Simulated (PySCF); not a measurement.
**Energy of Cu⁻ (copper, charge -1) between two integer charges**

The 4s beta orbital of [Ar] 3d10 4s2 is emptied in steps (occupation f), with all orbitals relaxed, ending at [Ar] 3d10 4s1. Calculation: PySCF 2.14, in aug-cc-pVTZ-DK; the spin-free X2C one-electron Hamiltonian (Gaussian nucleus). The exact energy is a straight line in f; departures are measured from the line between the end points of the same method.

```
   f  BLYP (eV)
   1      0.000
0.75     -0.487
 0.5     -0.673
0.25     -0.520
   0      0.000
```

Question: For BLYP, how does the orbital energy at f = 1 compare with the removal energy?

Answer: −ε = -1.069 eV against a total-energy difference of 1.419 eV. By Janak's theorem ε = ∂E/∂f, so the gap between them reflects the curvature. Along the path −ε is 0.045 (f = 0.75), 1.330 (f = 0.5), 2.746 (f = 0.25) eV.

At f = 1 the orbital energy is positive for BLYP: only the finite basis holds the electron.

Reference removal energy between the ground levels: 1.236 eV (measured; photodetachment measurements, as compiled on the Wikipedia data page of electron affinities).
